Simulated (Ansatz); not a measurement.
## Calibrating MP2/def2-TZVPP on molecular compounds of Mg

The vertical ionisation energy (cation less neutral) in eV of 7 molecular compounds of Mg: x at MP2/def2-TZVPP, y at CCSD(T)/def2-TZVPP. Shapes, held fixed at every level: PBE0-D4/def2-TZVP. Programs: Ansatz 0.2.0.

| molecule | x (eV) | y (eV) |
| --- | --- | --- |
| C2H6Mg (SMILES C[CH2][MgH]) | 8.72 | 8.58 |
| Mg(CH3)(NH2) | 8.74 | 8.59 |
| CH6MgOSSi (SMILES C[S][Mg][O][SiH3]) | 8.99 | 8.91 |
| Mg(NH2)Br | 9.29 | ? |
| MgSi3NH9O (SMILES [SiH3][O][Mg][N]([SiH3])[SiH3]) | 9.98 | 9.62 |
| CH4MgO2 (SMILES C[O][Mg][OH]) | 10.12 | 9.74 |
| Mg(OH)Cl | 11.47 | 11.21 |

Question: Fit y = c + s·x to the known rows and predict y for Mg(NH2)Br.

Answer: 
1. Means of the 6 rows: x = 9.6700, y = 9.442.
2. Σ(Δx)² = 5.7684, Σ(Δx·Δy) = 5.3447, so the slope is 5.3447/5.7684 = 0.92655.
3. Intercept: 9.442 − (0.92655) × 9.6700 = 0.482. The largest residual of the fit is 0.12.
4. Mg(NH2)Br: 0.482 + 0.92655 × 9.29 = 9.09 eV.

CCSD(T)/def2-TZVPP gives 9.12 eV, so the prediction is off by -0.03 eV, within the largest residual. Uncorrected, MP2/def2-TZVPP misses Mg(NH2)Br by +0.17 eV, and the other rows by 0.23 on average. The line removes about 80 % of this miss, partly by chance. Left out in turn, the other rows are missed by 0.14 eV on average. Cations run unrestricted. Relativity is left out for Br. Outer-core shells of Br, Mg are correlated, in sets that cover them unevenly.
